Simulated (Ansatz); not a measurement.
Reaction (atomization): `[GeH3][S][SiH2]I` → Ge• + 5 H• + I• + S• + Si•

Program: Ansatz. Geometries: PBE0-D4/def2-TZVP. ΔE: electronic, gas phase. CCSD(T)/CBS is the MP2 limit (def2-TZVPP, def2-QZVPP) plus CCSD(T) − MP2 in def2-TZVPP, frozen cores. This one scheme is used for every species, atoms too. For atomizations the MP2-based limit and the directly extrapolated one differ by several kJ/mol either way, and by 10 to 25 for some Ge, Se and Sn compounds, so smaller differences from it don't rank the levels. DFT in def2-TZVPP. No spin–orbit coupling; open shells (•) take unrestricted orbitals. Spin–orbit coupling would lower the free atoms: a little for S, Si; clearly for Ge; strongly for I. def2 core potentials past Kr. For Ge, I outer-core shells are correlated without core-valence functions, so the limit isn't a true one: a few kJ/mol of doubt a bond, and 10 to 20 or more in all where bonds break to atoms. Scalar relativity is left out up to krypton. Each species was taken in one conformer, which may not be the lowest.

```tsv
species	PBE0-D4 energy (Eh)
`[GeH3][S][SiH2]I`	-3065.00513
Ge•	-2076.65516
H•	-0.50104
I•	-297.69312
S•	-397.97374
Si•	-289.24948
```

Problem. Work out ΔE.

Solution. ΔE = 5 × (-0.50104) + (-2076.65516) + (-297.69312) + (-397.97374) + (-289.24948) − (-3065.00513) = 0.92843 Eh = +2437.6 kJ/mol. CCSD(T)/CBS gives +2481.6 kJ/mol.

Largest T1 diagnostic among the species: 0.012.

Leaving LDA and LC-ωPBE aside and taking each functional with its dispersion term where it has one, the values, not all of them listed here, spread over 91.7 kJ/mol, from revPBE-D4 to B97M-V. LDA lies +348.4 kJ/mol from PBE without D4, its usual overbinding. In def2-TZVPP, CCSD(T) changes the Hartree–Fock value by +612.7 kJ/mol (the triples alone add +38.3 kJ/mol) and MP2 by +619.9 kJ/mol; breaking electron pairs costs correlation energy, which Hartree–Fock lacks.
